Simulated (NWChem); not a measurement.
# CdS in NWChem

SMILES: [S]=[Cd]
```xyz
2

Cd     0.0000     0.0000     0.5614
S      0.0000     0.0000    -1.6843
```
Charge 0, spin multiplicity 1.

The numbers come from NWChem runs, not from measurements. All single points use one geometry, from PBE0/def2-SVP with def2 effective core potentials on Cd, a minimum by its harmonic frequencies.

Symmetry labels belong to the abelian group C2v used in the runs, with the axes of the coordinates shown; states degenerate in a higher group split over its labels.

Effective core potentials replace the inner electrons of Cd; spin-orbit coupling is left out. The structure started from a generated list of species.

List the lowest 6 singlet excitations that TDA-PBE0/def2-SVPD with def2 effective core potentials on Cd gives, with oscillator strengths.


```
state  symmetry  energy (eV)  wavelength (nm)      f
-----  --------  -----------  ---------------  -----
1            b1         0.71             1737  0.002
2            b2         0.71             1737  0.002
3            a1         3.79              327  0.087
4            a2         4.28              290  0.000
5            a1         4.35              285  0.000
6            a2         4.35              285  0.000
```
